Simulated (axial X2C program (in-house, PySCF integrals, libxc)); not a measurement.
InH⁻: from the spin-free to the two-component result

All values were computed with an in-house relativistic program for diatomic molecules. Spin-free means the one-electron spin-free X2C Hamiltonian; two-component (2c) means X2C with spin–orbit coupling and atomic mean-field two-electron Coulomb and Gaunt terms, so the difference of the two also holds small scalar two-electron terms. Basis: In dyall-acv3z [12s13p10d5f1g], H dyall-av3z [7s3p2d] (cores contracted in-house); Gaussian nuclei, density fitting, unrestricted open shells. Masses: In 114.904 u, H 1.008 u.

Spin-free state: M_S = 1/2, Λ = 1 (beyond evenly filled blocks: π+α); fragments In + H- for PBE0, MP2, CCSD(T), TPSSh; In- + H for HF.

```tsv
level	Re (Å)	ωe (cm⁻¹)	De (eV)	μ (D)
PBE0	1.885	1294.5	2.282	-0.84
HF	1.881	1343.7	n/a	-0.52
MP2	1.865	1319.5	2.215	n/a
CCSD(T)	1.885	1266.7	n/a	n/a
TPSSh	1.886	1296.0	2.248	-0.82
```

Correlated methods: 15 electrons correlated (number of frozen shells: In 4 s, 3 p, 1 d; H none), 241 virtual spin orbitals or spinors in MP2, 90 natural virtuals in coupled cluster.

Dipoles are positive if H is the positive end and refer to the centre of mass.

Problem. Within this multiplet, which Ω should lie lowest by the rule for regular and inverted multiplets?

Solution. The open π shell holds one electron, so the multiplet is regular: Ω = Λ − 1/2 = 1/2. The PBE0 2c search agrees, though Ω = 3/2 of the search lies only 0.10 eV higher.

Two-component determinant lowest at the distance of the search:

Ω = 1/2 (⟨Sz⟩ = -0.50, ⟨Lz⟩ = 1.00 at HF); fragments In + H- for PBE0, MP2, CCSD(T), TPSSh; In- + H for HF.

```json
{"level": "PBE0", "Re (Å)": "1.886", "ωe (cm⁻¹)": "1285.4", "De (eV)": "n/a", "μ (D)": "-0.86"}
{"level": "HF", "Re (Å)": "1.883", "ωe (cm⁻¹)": "1330.9", "De (eV)": "n/a", "μ (D)": "-0.55"}
{"level": "MP2", "Re (Å)": "1.866", "ωe (cm⁻¹)": "1311.7", "De (eV)": "2.131", "μ (D)": "n/a"}
{"level": "CCSD(T)", "Re (Å)": "1.886", "ωe (cm⁻¹)": "1258.9", "De (eV)": "n/a", "μ (D)": "n/a"}
{"level": "TPSSh", "Re (Å)": "1.888", "ωe (cm⁻¹)": "1286.4", "De (eV)": "n/a", "μ (D)": "-0.84"}
```

Problem. From the two tables, how do the constants change at the CCSD(T) level (2c against spin-free)?

Solution. At the CCSD(T) level Re goes up by 0.001 Å and ωe falls by 7.8 cm⁻¹.

One determinant describes the state; a PBE0 search over occupations chose it and may have missed a lower one. Dissociation energies refer to the lowest single-determinant-based atoms at the same level and basis. De is not given where an atomic determinant may have missed its ground term or J level, or where the truncated virtual space spoils (T). Density functionals use the spin component along the axis (collinear). Coupled cluster ran in a truncated set of natural virtual spinors; the MP2 energy of the rest was added. (T) has no such correction and the atoms are truncated less, which lowers De at CCSD(T) by a hundredth of an eV or more. The highest occupied level is positive at some bond lengths even in Hartree–Fock (under at least one Hamiltonian), so the basis set holds the extra electron there; where that holds at Re the anion is at best weakly bound and its constants depend on the basis. The functionals have no current-density term, which raises determinants with orbital currents, atoms included.
